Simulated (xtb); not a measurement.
CHBrClF, SMILES F[C@@H](Br)Cl. All values are semi-empirical tight-binding results from xtb (GFN2-xTB unless named), good for trends rather than for accurate numbers. The structure is a stationary point at GFN2-xTB.

Computed properties:
The orbital gap comes out as 4.73 eV and the zero-point energy comes out as 12.0 kcal/mol. The G − E(el) at 298.15 K (modified RRHO) comes out as -6.5 kcal/mol, the static polarisability (D4 model) comes out as 49.8 bohr³ and the solvation energy, GFN2-xTB/ALPB(water) is -0.3 kcal/mol. The solvation energy, GFN2-xTB/ALPB(acetone) is -4.4 kcal/mol.
